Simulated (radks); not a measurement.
Values are calculated unless marked as measured or tabulated.
Q: The mean radii <r> (bohr) of the occupied orbitals of an atom or ion are listed with their occupations. Code: a radial shooting solver on a logarithmic mesh with Libxc functionals. Model: scalar-relativistic Kohn-Sham, PBE, spin-polarised, spherical densities, point nucleus.

orbital  occ.      <r>
1s up       1  0.01631
1s down     1  0.01631
2s up       1  0.06873
2s down     1  0.06873
2p up       3  0.06235
2p down     3  0.06235
3s up       1   0.1775
3s down     1   0.1775
3p up       3   0.1793
3p down     3   0.1793
3d up       5   0.1624
3d down     5   0.1624
4s up       1   0.3916
4s down     1   0.3916
4p up       3   0.4176
4p down     3   0.4176
4d up       5   0.4398
4d down     5   0.4397
5s up       1   0.8754
5s down     1   0.8746
4f up       7   0.4676
4f down     7   0.4673
5p up       3    1.002
5p down     3    1.001
5d up       5    1.337
5d down     4    1.330
6p up       3    3.126
6p down     1    3.240

Name the element and its charge. Open shells, if any, are filled with parallel spins first.

A: Z = 81, thallium, charge 0: Tl in [Xe] 4f14 5d9 6p4. The 1s radius gives Z: for a bare nucleus <r> = (2 gamma + 1)/(2Z) with gamma = sqrt(1 - (Z/c)^2), 0.01613 bohr for Z = 81, and screening makes it slightly larger (0.01631 here). The occupations add up to 81, and the charge is Z minus that.
